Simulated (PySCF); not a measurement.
Computed shifts of a molecule C₄H₆ClF, PySCF with HF/pcSseg-1, GIAO, gas phase, atoms alike by connectivity averaged where their shifts nearly agree, in ppm (number of nuclei): ¹⁹F: -178.4 (1). ¹³C: 70.3 (1), 54.8 (1), 14.8 (1), 12.8 (1). ¹H: 4.78 (1), 3.11 (1), 1.83 (1), 1.80 (1), 1.30 (1), 1.08 (1). References: ¹⁹F against CFCl3 (σ = 238.5 ppm); ¹³C against TMS (σ = 192.6 ppm); ³⁵Cl against HCl (σ = 958.2 ppm); ¹H against TMS (σ = 31.99 ppm), references at their B3LYP-D3(BJ)/def2-TZVP geometries, non-relativistic (without spin–orbit terms, shifts of atoms bonded to Cl or Br come out too high). Geometry: PBE-D3(BJ)/def2-SVP. Other conformers were not sampled.

Q: Pick the molecule that these values belong to.
A) FC1(CCl)CC1
B) F[C@H](Cl)C1CC1
C) F/C=C/CCCl
D) F[C@@H]1C[C@@H]1CCl

A: A, FC1(CCl)CC1
